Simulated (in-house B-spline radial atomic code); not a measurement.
Ionisation energies along the 30-electron series, configuration [Ar] 3d10 4s2, as differences of self-consistent energies. NIST's values go from ground level to ground level; the uncertainty of those that are theory runs from under 0.1 % in few-electron ions to several per cent in heavy many-electron ones. Computed with an all-electron radial atomic-structure program (B-spline basis): non-relativistic Hartree-Fock, average of the configuration, point nuclei.

This level leaves out relativity, spin-orbit splitting included, which matters for heavy ions.

| ion | configuration after | ionisation energy (eV) | IE/(q+1)² (eV) | -ε less Coulomb ΔSCF (eV) | tabulated value (eV) | tabulated kind | computed minus tabulated (eV) |
| --- | --- | --- | --- | --- | --- | --- | --- |
| Sn20+ | [Ar] 3d10 4s1 | 591.6 | 1.3415 | 0.20241 | 608 | tabulated theory | -16.4 |
| Sb21+ | [Ar] 3d10 4s1 | ? | ? | ? | ? | tabulated theory | ? |
| Te22+ | [Ar] 3d10 4s1 | ? | ? | ? | ? | tabulated theory | ? |
| I23+ | [Ar] 3d10 4s1 | 740.2 | 1.285 | 0.20423 | 762 | tabulated theory | -21.8 |
| Xe24+ | [Ar] 3d10 4s1 | 793.2 | 1.269 | 0.20483 | 818 | tabulated theory | -24.8 |
| Cs25+ | [Ar] 3d10 4s1 | 847.8 | 1.2542 | 0.20541 | 875 | tabulated theory | -27.2 |
| Ba26+ | [Ar] 3d10 4s1 | 904.3 | 1.2404 | 0.20598 | 935 | tabulated theory | -30.7 |
| La27+ | [Ar] 3d10 4s1 | 962.4 | 1.2275 | 0.20655 | 995 | tabulated theory | -32.6 |
| Ce28+ | [Ar] 3d10 4s1 | 1022.2 | 1.2155 | 0.2071 | 1060 | tabulated theory | -37.8 |

Task: Fill in the row of Sb21+.

Result: ionisation energy (eV): 639.4; IE/(q+1)² (eV): 1.3211; -ε less Coulomb ΔSCF (eV): 0.20302; tabulated value (eV): 657; computed minus tabulated (eV): -17.6.

Task: Fill in the row of Te22+.

Result: ionisation energy (eV): 688.9; IE/(q+1)² (eV): 1.3023; -ε less Coulomb ΔSCF (eV): 0.20363; tabulated value (eV): 709; computed minus tabulated (eV): -20.1.
